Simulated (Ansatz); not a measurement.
Geometry optimisation, Ansatz 0.2.0, RKS LDA/def2-SVP.

Input:

```yaml
crystal:
  periodic: [false, false, false]
  atoms:
    - { symbol: B, position_ang: [-0.3723, 1.8214, 1.6305] }
    - { symbol: Sn, position_ang: [-0.7648, 0.5626, -0.1445] }
    - { symbol: C, position_ang: [-2.66359, -0.30173, 0.0796] }
    - { symbol: C, position_ang: [-3.20708, -1.16401, -0.76426] }
    - { symbol: F, position_ang: [-4.41529, -1.68858, -0.66418] }
    - { symbol: H, position_ang: [0.4994, 1.6805, 2.3296] }
    - { symbol: H, position_ang: [-1.1324, 2.7621, 1.8485] }
    - { symbol: H, position_ang: [-0.75209, 1.50895, -1.56081] }
    - { symbol: H, position_ang: [0.43647, -0.67343, -0.2401] }
    - { symbol: H, position_ang: [-3.26152, -0.06419, 1.01631] }
    - { symbol: H, position_ang: [-2.61529, -1.3242, -1.71303] }
basis:
  gaussian: { orbitals: def2-SVP }
hamiltonian:
  xc: lda
relax:
  f_tol: 0.015
  max_steps: 40
```

Run as:

```bash
$ ansatz run input.yaml --threads 2 --pin off --max-ram 3072MiB --backend cpu --events-out ev --progress --plain --runs-dir out
```

Question: Where does it end, and by what steps?

Answer: The forces met the threshold. After 24 steps the energy has fallen by 0.357 eV; H10 moved furthest, 1.29 Å.

| step | energy less start (eV) | largest force component (eV/Å) | accepted |
| --- | --- | --- | --- |
| 0 | 0.0000 | 2.168 | yes |
| 1 | 0.0036 | 1.812 | no |
| 2 | -0.2205 | 0.967 | yes |
| 3 | -0.2781 | 0.536 | yes |
| 4 | -0.2860 | 0.300 | yes |
| 5 | -0.3011 | 0.078 | yes |
| 6 | -0.2942 | 0.530 | no |
| 7 | -0.3070 | 0.096 | yes |
| 8 | -0.3114 | 0.162 | yes |
| 9 | -0.3119 | 0.336 | yes |
| 10 | -0.3088 | 0.446 | no |
| 11 | -0.3222 | 0.054 | yes |
| 12 | -0.3276 | 0.028 | yes |
| 13 | -0.3334 | 0.156 | yes |
| 14 | -0.3346 | 0.303 | yes |
| 15 | -0.3418 | 0.189 | yes |
| 16 | -0.3501 | 0.038 | yes |
| 17 | -0.3437 | 0.371 | no |
| 18 | -0.3537 | 0.023 | yes |
| 19 | -0.3555 | 0.128 | yes |
| 20 | -0.3561 | 0.062 | yes |
| 21 | -0.3568 | 0.045 | yes |
| 22 | -0.3569 | 0.056 | yes |
| 23 | -0.3570 | 0.043 | yes |
| 24 | -0.3571 | 0.007 | yes |

```xyz
11
Properties=species:S:1:pos:R:3
B -0.291 1.676 1.747
Sn -0.872 0.734 -0.177
C -2.851 -0.015 -0.236
C -3.086 -1.284 -0.571
F -4.302 -1.813 -0.611
H 0.886 1.877 1.996
H -1.130 2.029 2.556
H -0.707 1.914 -1.431
H 0.128 -0.595 -0.630
H -3.718 0.620 0.023
H -2.306 -2.023 -0.849
```

Whether the end is a true minimum wasn't checked by a vibrational analysis.

Run time: 22 s on 2 threads of INTEL(R) XEON(R) PLATINUM 8581C CPU @ 2.30GHz (Emerald Rapids), with other jobs on the host, peak memory 0.17 GiB.
